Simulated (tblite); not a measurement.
C4H8FO2 (doublet state).
Atom-mapped SMILES: `[CH3:1][O:2][CH2:3][C:4]([F:5])[O:6][CH3:7]` (hydrogens: H8, H9, H10 on C1; H11, H12 on C3; H13, H14, H15 on C7)

Geometry (GFN2-xTB, Å), atoms numbered from 1 in this order:
```xyz
15
C4H8FO2 angstrom
C     -2.0129    0.3137    0.5754
O     -1.7222    0.2968   -0.7990
C     -0.5024    0.9339   -1.1514
C      0.7262    0.1512   -0.8207
F      0.9490   -0.9568   -1.5866
O      1.0477   -0.0013    0.4907
C      2.0157   -0.9778    0.8083
H     -2.9950   -0.1430    0.6825
H     -1.2806   -0.2562    1.1558
H     -2.0407    1.3409    0.9592
H     -0.4319    1.9128   -0.6584
H     -0.5489    1.0621   -2.2349
H      2.9457   -0.7958    0.2615
H      1.6558   -1.9827    0.5683
H      2.1900   -0.8899    1.8786
```

Level: GFN2-xTB in tblite, geometry and Hessian alike; calculated harmonic values, unscaled, isolated species. The method is semi-empirical: single wavenumbers can be off by several per cent or more. One conformer, not necessarily the lowest. Open shells enter through the occupations alone, without spin polarisation, and single modes of such species can be off by tens of per cent.

Harmonic wavenumbers (cm⁻¹): 42.1, 63.3, 108.4, 139.7, 181.2, 231.7, 241.8, 325.1, 409.8, 498.3, 622.9, 805.7, 893.4, 934.2, 1044.3, 1077.9, 1107.6, 1122.3, 1136.8, 1147.6, 1197.9, 1258.3, 1299.9, 1306.5, 1400.2, 1405.9, 1411.0, 1452.8, 1464.2, 1466.9, 1486.2, 2894.2, 2909.2, 2943.2, 2944.3, 2961.1, 2987.0, 3025.7, 3036.2.

A = 4165, B = 1840, C = 1480 MHz; mass 107.051 u (most abundant isotopes); point group C1, symmetry number 1; spin multiplicity 2.

Task: What is the zero-point energy?

Result: Half the sum of the wavenumbers: 25492 cm⁻¹ = 304.96 kJ/mol.

Task: What is S at 273.15 K and 1 bar for an ideal gas of classical rigid rotors and harmonic oscillators?

Result: Translation 165.32, rotation 114.97, vibration 100.39, spin (R ln 2) 5.76: S = 386.4 J/(mol K).

Task: And Cp and H(273.15 K) − H(0)?

Result: Cp = 122.96 J/(mol K), of which vibrations give 89.70 (their classical limit is 39 R = 324.3); H(273.15 K) − H(0) = 22.84 kJ/mol without the zero-point energy, 13.76 from vibrations.

Task: Blend soft modes into free rotors: weight 1/[1 + (100 cm⁻¹/ν̃)⁴] for the oscillator and the rest for a rotor with moment μB/(μ + B), μ = h/(8π²ν), B = 10⁻⁴⁴ kg m². What vibrational entropy results?

Result: 90.58 J/(mol K) in place of 100.39, which changes −T·S at 273.15 K by +2.68 kJ/mol.

Task: What must be added to the electronic energy to get the Gibbs energy at 273.15 K and 1 bar?

Result: ZPE + [H(273.15 K) − H(0)] − T·S = 304.96 + 22.84 − 105.56 = 222.24 kJ/mol.

Task: Which modes carry the vibrational entropy at 273.15 K?

Result: 42.1 cm⁻¹: 20.85; 63.3 cm⁻¹: 17.48; 108.4 cm⁻¹: 13.09; 139.7 cm⁻¹: 11.05; 181.2 cm⁻¹: 9.01; 231.7 cm⁻¹: 7.16 J/(mol K); the other 33 give 21.75 together.

Task: How do the functions run with temperature in this model?

Result: 
| T (K) | S (J/(mol K)) | Cp (J/(mol K)) | H − H(0) (kJ/mol) | G − H(0) (kJ/mol) | ln q(vib) |
| --- | --- | --- | --- | --- | --- |
| 50 | 244.0 | 55.6 | 2.13 | -10.07 | 0.60 |
| 100 | 289.3 | 76.6 | 5.47 | -23.47 | 1.84 |
| 298.15 | 397.5 | 130.1 | 26.00 | -92.52 | 6.57 |
| 373.15 | 429.1 | 151.9 | 36.58 | -123.53 | 8.16 |
| 500 | 478.5 | 186.4 | 58.09 | -181.13 | 10.75 |
| 750 | 564.3 | 236.7 | 111.43 | -311.77 | 15.55 |
| 1000 | 637.2 | 269.7 | 175.01 | -462.19 | 19.99 |

q(vib) and H(0) count from the zero-point level.

Hindered rotation and anharmonicity are outside this model. Other conformers, if any are populated, would add a mixing term that is left out. The structure is chiral; the term R ln 2 for an equal mix with its mirror image is left out.
